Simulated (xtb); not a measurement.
In(H)(F)(OMe) (CH₄FInO), SMILES C[O][InH][F]. All values are semi-empirical tight-binding results from xtb (GFN2-xTB unless named), good for trends rather than for accurate numbers. Coordinates come from a GFN2-xTB optimisation. Other conformers were not sampled.

Optimised geometry:

Bonded distances (Å): In1–H2 1.685, In1–F3 1.969, In1–O4 1.974, O4–C5 1.409, C5–H6 1.101, C5–H7 1.094, C5–H8 1.095. Bond angles (°): H2–In1–F3 125.3, H2–In1–O4 124.4, F3–In1–O4 110.3, In1–O4–C5 122.4, O4–C5–H6 112.9, O4–C5–H7 108.6, O4–C5–H8 109.2, H6–C5–H7 108.3, H6–C5–H8 108.4, H7–C5–H8 109.3.

For metal compounds this method's bond lengths and energies can be far off.

```yaml
orbital_gap: 2.94 eV
zero_point_energy: 28.1 kcal/mol
G − E(el) at 298.15 K (modified RRHO): 7.7 kcal/mol
```

Computed atomic charges and the Wiberg bond orders between heavy atoms:
charges (e) In1 0.38, H2 0.08, F3 -0.33, O4 -0.37, C5 0.04, H6 0.08, H7 0.06, H8 0.05. Bond orders In1–F3 0.96, In1–O4 0.95, O4–C5 1.00.
